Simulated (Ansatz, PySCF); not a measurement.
Breaking a bond: PH (anion, charge -1), lowest doublet found (which spin is the ground state isn't settled by this scan).

Computed with: UMP2 = MP2 on UHF/aug-cc-pVDZ, frozen core (Ansatz, a first-principles code); ROCCSDT = Ansatz with CCSDT on ROHF/aug-cc-pVDZ, frozen core; UKS-B3LYP/6-31G* = unrestricted B3LYP/6-31G*, spherical d (PySCF).

Total energies in hartree (comparable only within one method and basis):

| R / Å | UMP2 | ROCCSDT | UKS-B3LYP/6-31G* |
|---|---|---|---|
| 1.00 | -341.24130 | -341.26803 | -341.73306 |
| 1.07 | -341.30137 | -341.32817 | -341.79359 |
| 1.15 | -341.34707 | -341.37402 | -341.83929 |
| 1.19 | -341.36298 | -341.39005 | -341.85511 |
| 1.26 | -341.38241 | -341.40972 | -341.87436 |
| 1.30 | -341.38964 | -341.41712 | -341.88154 |
| 1.35 | -341.39555 | -341.42329 | -341.88749 |
| 1.40 | -341.39866 | -341.42668 | -341.89074 |
| 1.44 | -341.39952 | -341.42779 | -341.89179 |
| 1.49 | -341.39897 | -341.42760 | -341.89158 |
| 1.55 | -341.39646 | -341.42557 | -341.88961 |
| 1.64 | -341.39001 | -341.41997 | -341.88417 |
| 1.73 | -341.38155 | -341.41251 | -341.87687 |
| 1.85 | -341.36860 | -341.40126 | -341.86568 |
| 2.00 | -341.34902 | -341.38692 | -341.85098 |
| 2.21 | -341.32393 | -341.36859 | -341.83124 |
| 2.45 | -341.30783 | -341.35147 | -341.81212 |
| 2.72 | -341.29834 | -341.33698 | -341.79785 |
| 3.06 | -341.29237 | -341.32461 | -341.78885 |
| 3.48 | -341.28900 | -341.31590 | -341.78413 |
| 4.02 | -341.28726 | — | -341.78166 |
| 4.69 | -341.28650 | — | -341.78042 |

Dashes: no converged value, or the column stops at the first point that the program doubted or that broke a chosen test of continuity, which isn't proof of a fault.

The unrestricted determinant behind UMP2 is spin-contaminated at 2.00 to 4.69 Å (<S²> up to 1.8, against 0.75 for a pure doublet). Where the anion isn't bound against loss of the electron, the finite basis alone holds it. The T1 diagnostic of CCSD on the restricted reference of ROCCSDT exceeds 0.045 at 2.45 to 4.02 Å. The unrestricted determinant behind UKS-B3LYP/6-31G* is spin-contaminated at 2.45 to 4.69 Å (<S²> up to 1.8, against 0.75 for a pure doublet).
